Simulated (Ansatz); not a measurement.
A nudged elastic band was laid between two geometries of GaH3Si + H2 (7 atoms, charge 0, multiplicity 1).

Level of theory: RKS CAM-B3LYP-D4/def2-SVP in Ansatz 0.2.0.

- movable images: 5
- climbing image: yes
- spring: 5.0 eV/Å²
- optimiser: quadratic models (default)
- start path: through a guess of the saddle point
- force threshold: 0.05 eV/Å
- iteration limit: 60
- end points: relaxed

Initial state:

```xyz
7
Properties=species:S:1:pos:R:3
Ga -0.900 -0.234 1.763
Si 0.871 0.597 0.057
H -1.653 -1.241 -0.698
H -2.199 -1.521 -0.238
H 2.201 -0.052 0.304
H 1.101 2.071 0.209
H 0.578 0.381 -1.397
```

Final state:

```xyz
7
Properties=species:S:1:pos:R:3
Ga -1.618 -0.883 1.794
Si 0.847 0.486 -0.471
H -0.417 -0.313 -0.413
H -2.570 -1.515 0.572
H 1.910 -0.228 0.283
H 0.605 1.822 0.132
H 1.242 0.633 -1.897
```

(1) What changes between the two ends?

(2) Give the energies along the band, and the barrier.

(3) What is the geometry of the highest image?

(4) What are the harmonic wavenumbers there?

The band took 11 iterations and of the order of 3 core-minutes.

Answers

(1) Bonds broken: Ga1–Si2, H3–H4. Bonds formed: Ga1–H4, Si2–H3. GaH3Si + H2 becomes GaH + H4Si.

(2) The forces met the threshold. The highest image is number 3 of 0 to 6, 0.65 eV above the first end and 0.86 eV above the last; the last end lies 0.21 eV below the first. A vibrational analysis at the climbing image gives one clearly imaginary mode, 1261i cm⁻¹: a first-order saddle point. The orbitals stay closed-shell, which can raise the energy where a bond breaks towards radicals; this wasn't checked here.

```json
{"image": "0", "path coordinate (Å)": "0.00", "energy (eV)": "0.00", "Ga1–Si2 (Å)": "2.60", "H3–H4 (Å)": "0.77", "Ga1–H4 (Å)": "2.71"}
{"image": "1", "path coordinate (Å)": "0.54", "energy (eV)": "0.03", "Ga1–Si2 (Å)": "2.59", "H3–H4 (Å)": "0.77", "Ga1–H4 (Å)": "2.42"}
{"image": "2", "path coordinate (Å)": "1.08", "energy (eV)": "0.23", "Ga1–Si2 (Å)": "2.62", "H3–H4 (Å)": "0.81", "Ga1–H4 (Å)": "2.10"}
{"image": "3", "path coordinate (Å)": "1.61", "energy (eV)": "0.65", "Ga1–Si2 (Å)": "2.74", "H3–H4 (Å)": "1.11", "Ga1–H4 (Å)": "1.80"}
{"image": "4", "path coordinate (Å)": "2.13", "energy (eV)": "0.12", "Ga1–Si2 (Å)": "2.99", "H3–H4 (Å)": "1.68", "Ga1–H4 (Å)": "1.69"}
{"image": "5", "path coordinate (Å)": "2.65", "energy (eV)": "-0.17", "Ga1–Si2 (Å)": "3.33", "H3–H4 (Å)": "2.17", "Ga1–H4 (Å)": "1.67"}
{"image": "6", "path coordinate (Å)": "3.17", "energy (eV)": "-0.21", "Ga1–Si2 (Å)": "3.62", "H3–H4 (Å)": "2.66", "Ga1–H4 (Å)": "1.67"}
```

(3) 
```xyz
7
Properties=species:S:1:pos:R:3
Ga -1.188 -0.621 1.576
Si 0.652 0.397 -0.179
H -0.923 -0.602 -0.285
H -1.836 -1.166 -0.008
H 1.907 -0.200 0.366
H 0.615 1.841 0.200
H 0.773 0.352 -1.669
```

(4) 1261i, 63, 196, 327, 498, 810, 887, 940, 970, 1130, 1432, 1523, 2208, 2218, 2226 cm⁻¹.

Run time: 95 s on 2 threads of Arm Neoverse V1, on a shared host, peak memory 0.19 GiB.
